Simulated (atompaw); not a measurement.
**u(r) = r·R(r): atom against pseudo-atom (sulfur)**

Columns: radius, all-electron u(r) and pseudo u(r) of the 3s shell (level -17.14 eV) of sulfur in the configuration [Ne] 3s2 3p4; PBE, non-relativistic, PAW (atompaw) scheme, atompaw 4.2.0.5.

```csv
r (bohr),all-electron,pseudo
0.069,0.1965,0.0840
0.138,-0.0315,0.1672
0.208,-0.2613,0.2497
0.277,-0.3839,0.3283
0.346,-0.4027,0.4034
0.415,-0.3441,0.4744
0.485,-0.2346,0.5415
0.554,-0.1008,0.6022
0.623,0.0418,0.6571
0.692,0.1821,0.7059
0.762,0.3145,0.7490
0.831,0.4313,0.7851
0.900,0.5325,0.8149
0.969,0.6179,0.8384
1.038,0.6878,0.8560
1.108,0.7438,0.8679
1.177,0.7851,0.8743
1.246,0.8140,0.8758
1.315,0.8318,0.8727
1.385,0.8401,0.8653
1.454,0.8399,0.8544
1.523,0.8327,0.8401
1.592,0.8197,0.8229
1.662,0.8018,0.8027
1.731,0.7803,0.7804
1.800,0.7559,0.7559
```

(1) How many radial nodes do the two functions have?

(2) Is the pseudo-wave norm-conserving?

## Answers

(1) The all-electron 3s function has n − l − 1 = 2; the pseudo-wave has 0, since the states of the same l below it are removed with the core.

(2) No, it belongs to a PAW set: the norm inside the radius is not constrained, and the difference is carried by the augmentation charge.
